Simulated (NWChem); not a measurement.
System: CH$_{6}$OSeSi; SMILES CO[SiH2][SeH]

Input file for NWChem:

```
start job
memory heap 200 mb stack 900 mb global 1100 mb
geometry units angstroms
  Si    -0.722870     0.399822    -1.031436
  Se     1.063514     0.162661     0.393514
  O     -2.010117    -0.255341    -0.324239
  C     -2.123408    -1.430112     0.420518
  H     -1.127795     1.786394    -1.148551
  H     -0.341012    -0.270466    -2.272709
  H      1.989868     0.911989    -0.395411
  H     -1.261358    -1.557166     1.083661
  H     -3.029886    -1.362632     1.022700
  H     -2.191098    -2.296956    -0.240717
end
basis spherical
  * library def2-svp
end
dft
  xc pbe0
  iterations 150
end
driver
  maxiter 120
end
task dft optimize
task dft freq
```

This build's default masses of Se (78.918 u) and Br (79.917 u) are each other's, which moves their modes by up to 0.6 %.

The level has its own optimisation; frequencies are unscaled.

What results follow from this input? (PBE0/def2-SVP.) Quantities: r Se–Si (Å); r O–Si (Å); r H–Se (Å); r C–O (Å); highest harmonic frequency (cm⁻¹); lowest (cm⁻¹); zero-point energy (kcal/mol); dipole (D).

The r Se–Si (Å) is 2.289, the r O–Si (Å) is 1.658 and the r H–Se (Å) is 1.471. The r C–O (Å) comes out as 1.401, the highest harmonic frequency (cm⁻¹) comes out as 3146 and the lowest (cm⁻¹) is 74. The zero-point energy (kcal/mol) is 42.9 and the dipole (D) comes out as 1.70.
